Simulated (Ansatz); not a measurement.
A trace of molecular dynamics of Cl2FH2HfN (7 atoms, charge 0, multiplicity 1).

The calculation used RKS PBE/def2-SVP in Ansatz.

```yaml
ensemble: NVE (velocity Verlet)
starting_velocities_drawn_for: 500 K
seed: 135768
```

| time (fs) | T (K) | potential energy less start (eV) | conserved less start (meV/atom) |
| --- | --- | --- | --- |
| 0 | 500 | 0.000 | 0.00 |
| 5 | 435 | 0.047 | 0.70 |
| 10 | 358 | 0.538 | 63.78 |
| 15 | 149 | 0.557 | 47.13 |
| 20 | 239 | 0.382 | 30.50 |
| 25 | 246 | 0.199 | 4.91 |
| 30 | 248 | 0.174 | 1.60 |
| 35 | 229 | 0.204 | 4.07 |
| 40 | 247 | 0.247 | 12.02 |
| 45 | 305 | 0.261 | 19.24 |
| 50 | 272 | 0.379 | 33.09 |
| 55 | 281 | 0.407 | 37.93 |
| 60 | 246 | 0.426 | 37.41 |
| 65 | 138 | 0.411 | 25.25 |
| 70 | 203 | 0.260 | 9.70 |
| 75 | 310 | 0.117 | -0.77 |
| 80 | 332 | 0.121 | 1.81 |
| 85 | 307 | 0.323 | 28.34 |
| 90 | 170 | 0.383 | 24.27 |
| 95 | 194 | 0.266 | 9.73 |
| 100 | 279 | 0.115 | -4.00 |

Task: Can this run be trusted? Judge the integration.

Result: The conserved energy changed by up to 64 meV per atom, so the integration failed: the time step of 2.5 fs is too long for the fastest motions that this run met, and the later frames carry no physical meaning.

Time of the run: 54 s on 2 threads of Intel(R) Xeon(R) 6975P-C (Granite Rapids), with other jobs on the host, peak memory 0.23 GiB.
